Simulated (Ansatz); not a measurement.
A nudged elastic band was laid between two geometries of CH6Ge + FH (10 atoms, charge 0, multiplicity 1).

All numbers below come from RKS B3LYP/def2-SVP in Ansatz.

| Property | Result |
| --- | --- |
| movable images | 7 |
| climbing image | yes |
| spring | 5.0 eV/Å² |
| optimiser | quadratic models (default) |
| start path | through a guess of the saddle point |
| force threshold | 0.05 eV/Å |
| iteration limit | 60 |
| end points | relaxed |

Initial state:

```xyz
10
Properties=species:S:1:pos:R:3
Ge -0.074 0.202 0.238
C -0.046 0.353 2.194
H -1.068 0.312 2.598
H 0.536 -0.488 2.596
H 0.420 1.300 2.503
H 1.329 0.390 -0.369
H -1.054 1.202 -0.411
H -0.569 -1.223 -0.156
F 1.251 -2.563 1.270
H 0.522 -2.406 0.713
```

Final state:

```xyz
10
Properties=species:S:1:pos:R:3
Ge 0.079 -0.520 -1.375
C 0.168 -0.025 3.527
H -0.863 0.145 3.870
H 0.669 -0.721 4.215
H 0.711 0.932 3.522
H 1.400 0.250 -1.542
H -1.148 0.408 -1.390
H -0.053 -1.677 -2.382
F 0.127 -1.261 0.217
H 0.156 -0.451 2.515
```

(1) Which bonds break or form, and what moves?

(2) What energy profile does the band end with?

(3) What is the geometry of the highest image?

The band took 19 iterations and roughly 7 core-minutes.

## Answers

(1) Bonds broken: Ge1–C2, F9–H10. Bonds formed: Ge1–F9, C2–H10. CH6Ge + FH becomes CH4 + FGeH3.

(2) The forces met the threshold. The highest image is number 3 of 0 to 8, 40.9 kcal/mol above the first end and 61.3 kcal/mol above the last; the last end lies 20.4 kcal/mol below the first. Neighbouring images differ by up to 1.9 eV, so the band resolves the path poorly. A vibrational analysis at the climbing image gives one clearly imaginary mode, 1159i cm⁻¹: a first-order saddle point. The orbitals stay closed-shell, which can raise the energy where a bond breaks towards radicals; this wasn't checked here.

| image | path coordinate (Å) | energy (kcal/mol) | Ge1–C2 (Å) | F9–H10 (Å) | Ge1–F9 (Å) |
| --- | --- | --- | --- | --- | --- |
| 0 | 0.00 | 0.0 | 1.96 | 0.93 | 3.23 |
| 1 | 0.96 | 1.9 | 1.98 | 0.93 | 3.19 |
| 2 | 1.92 | 8.8 | 2.03 | 0.94 | 2.70 |
| 3 | 2.88 | 40.9 | 2.33 | 1.22 | 2.09 |
| 4 | 3.94 | -2.1 | 2.98 | 1.73 | 1.79 |
| 5 | 5.00 | -18.5 | 3.62 | 2.16 | 1.76 |
| 6 | 6.07 | -20.1 | 4.22 | 2.41 | 1.76 |
| 7 | 7.13 | -20.3 | 4.66 | 2.43 | 1.76 |
| 8 | 8.19 | -20.4 | 4.93 | 2.44 | 1.76 |

(3) 
```xyz
10
Properties=species:S:1:pos:R:3
Ge 0.023 -0.261 -0.034
C 0.063 -0.029 2.279
H -1.022 0.039 2.435
H 0.493 -0.539 3.163
H 0.508 0.974 2.241
H 1.351 0.128 -0.699
H -0.833 1.041 0.068
H -0.874 -1.284 -0.752
F 0.963 -1.911 0.841
H 0.574 -1.078 1.636
```

Run time: 3.9 min on 2 threads of Arm Neoverse V2, on a shared host, peak memory 0.2 GiB.
